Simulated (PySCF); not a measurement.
Gas-phase reaction: 4 GeHCl + Cl2 = 2 GeCl3 + 2 GeH2

Computed with PySCF and rigid-rotor harmonic-oscillator thermochemistry at 1 bar. † marks an energy on the PBE0/def2-TZVP geometry and frequencies; other levels use their own. MP2 and CCSD(T) freeze the core. 6-31G* has spherical d functions here. Open shells (unrestricted): GeCl3 (multiplicity 2); the rest are closed-shell singlets. B3LYP is the form with VWN-RPA correlation. Ge: all electrons, no relativistic terms. GeHCl, GeCl3, GeH2: computed as isolated molecules; such fragments, hydroxides, amides, oligomers or adducts are transient or little studied in the gas. MP2 isn't extrapolated to the basis-set limit; its ΔH°(298 K) is -262.6 kJ in def2-SVP and -238.3 kJ in def2-TZVPP. CCSD(T) isn't extrapolated to the basis-set limit. The harmonic model lacks anharmonicity and excited electronic states, which grow with temperature; levels with a mode under 35 cm⁻¹ are left out.

```csv
level,"ΔE electronic, kJ","ΔH°(298 K), kJ","ΔS°(298 K), J/K","ΔG°(2000 K), kJ"
B3LYP/6-31G*,-170,-167,-164,133
CCSD(T)/def2-SVP†,-223,-220,-167,86
HF/6-31G*,-250,-247,-175,73
HF/def2-TZVP†,-256,-252,-167,53
M06-2X/def2-TZVP†,-235,-232,-167,74
MP2/def2-SVP†,-266,-263,-167,43
PBE/def2-SVP,-205,-202,-163,96
PBE0/def2-TZVP,-207,-204,-167,102
r2SCAN/def2-TZVP†,-237,-234,-167,72
LDA/def2-TZVP†,-207,-204,-167,102
ωB97M-V/def2-TZVP†,-190,-187,-167,119
```
ΔH° is lowest at MP2/def2-SVP† and highest at B3LYP/6-31G*. No reference value is set beside these.
